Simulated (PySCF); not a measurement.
**Excitation energy of Sr by level of theory**

Sr [Kr] 5s2 (1S) → Sr [Kr] 4d2 (3F), as a difference of total energies. Calculation: PySCF 2.14, in aug-cc-pVTZ-X2C (8s7p5d2f, 68 functions); scalar relativity by spin-free X2C-1e. Correlated levels: valence: [Kr] frozen. The calculations carry no spin-orbit coupling.

```
           method  excitation energy (eV)
              UHF                   4.395
    MP2 (valence)                   4.771
SCS-MP2 (valence)                   4.956
   CCSD (valence)                   4.852
```

Question: How much does correlation contribute at MP2 (valence)?

Answer: 4.771 − (4.395) = 0.376 eV, measured against UHF.

A first-order spin-orbit estimate (lowest level to lowest level, LS coupling) adds -0.020 eV.

With two correlated electrons CCSD is exact in that space.
